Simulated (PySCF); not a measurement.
**Electron correlation in C²⁺ (carbon, charge +2)**

[He] 2s1 3d1, high-spin 3D determinant (an excited configuration). Calculation: PySCF 2.14, in aug-cc-pVTZ with one added diffuse shell each of s, p, d, f type (6s5p4d3f, 62 functions); the non-relativistic Hamiltonian (point nucleus). Frozen: 1s2; 2 electrons correlated.

With two correlated electrons CCSD is exact within the correlated space (frozen core and kept virtual orbitals).

| level | correlation energy (mhartree) |
| --- | --- |
| CCSD | -10.53 |

Diagnostics: T1 = 0.0071, D1 = 0.0141, largest double amplitude 0.089.

The outer electron is Rydberg-like, and this basis confines it to a smaller radius and binds it less than a complete one would.

Cost of the coupled-cluster step: roughly 0.9 core-seconds, for 2 correlated electrons.

Iterations:

```
CC2 = 0
CCSD nocc = (np.int64(2), np.int64(0)), nmo = (61, 61)
frozen orbitals [[0], [0]]
max_cycle = 100
direct = 0
conv_tol = 1e-08
conv_tol_normt = 1e-06
diis_space = 8
diis_start_cycle = 0
Init t2, MP2 energy = -0.00489052024598625
Init E_corr(UCCSD) = -0.0048905202461835
cycle = 1  E_corr(UCCSD) = -0.00704726971016717  dE = -0.00215674946  norm(t1,t2) = 0.0308318
cycle = 2  E_corr(UCCSD) = -0.00820877492453757  dE = -0.00116150521  norm(t1,t2) = 0.0202983
cycle = 3  E_corr(UCCSD) = -0.0102725466803892  dE = -0.00206377176  norm(t1,t2) = 0.0143268
cycle = 4  E_corr(UCCSD) = -0.0104501320340545  dE = -0.000177585354  norm(t1,t2) = 0.00458807
cycle = 5  E_corr(UCCSD) = -0.0105385708289725  dE = -8.84387949e-05  norm(t1,t2) = 0.00106274
cycle = 6  E_corr(UCCSD) = -0.0105178356118648  dE = 2.07352171e-05  norm(t1,t2) = 0.000233749
cycle = 7  E_corr(UCCSD) = -0.0105293175747729  dE = -1.14819629e-05  norm(t1,t2) = 6.90222e-05
cycle = 8  E_corr(UCCSD) = -0.0105272789284154  dE = 2.03864636e-06  norm(t1,t2) = 1.13355e-05
cycle = 9  E_corr(UCCSD) = -0.0105278372417688  dE = -5.58313353e-07  norm(t1,t2) = 3.02595e-06
cycle = 10  E_corr(UCCSD) = -0.0105276592005892  dE = 1.7804118e-07  norm(t1,t2) = 1.12196e-06
cycle = 11  E_corr(UCCSD) = -0.0105276752160879  dE = -1.60154987e-08  norm(t1,t2) = 1.2378e-07
cycle = 12  E_corr(UCCSD) = -0.0105276753782105  dE = -1.62122578e-10  norm(t1,t2) = 2.40457e-08
UCCSD converged
E(UCCSD) = -35.25285732599355  E_corr = -0.01052767537821051
```
